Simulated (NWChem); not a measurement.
System: C3H5Cl; SMILES C(=C/Cl)/C

Input file for NWChem:

```
start job
memory heap 200 mb stack 900 mb global 1100 mb
geometry units angstroms noautosym nocenter noautoz
  C     -0.770975     1.752473     0.000000
  C      0.600445     1.158031     0.000000
  C      0.918478    -0.149364     0.000000
  Cl    -0.253063    -1.441284     0.000000
  H     -1.551129     0.967968     0.000000
  H     -0.923787     2.400693    -0.889293
  H     -0.923787     2.400693     0.889293
  H      1.460360     1.851033     0.000000
  H      1.956310    -0.513572     0.000000
end
basis spherical
  * library def2-svp
end
dft
  xc xpbe96 cpbe96
  iterations 150
end
cosmo
  do_cosmo_smd true
  solvent water
end
task dft energy
```

The geometry was optimised at PBE-D3(BJ)/def2-SVP. Solvent: water.

Level: PBE/def2-SVP with SMD (1 M gas to 1 M solution), gas-phase geometry.

What results follow from this input? (PBE/def2-SVP, SMD on the gas-phase geometry.) Quantities: solvation free energy (kcal/mol); cavity-dispersion-structure term (kcal/mol); dipole in solution (D).


| Item | Result |
|---|---|
| solvation free energy (kcal/mol) | 0.6 |
| cavity-dispersion-structure term (kcal/mol) | 3.0 |
| dipole in solution (D) | 1.92 |
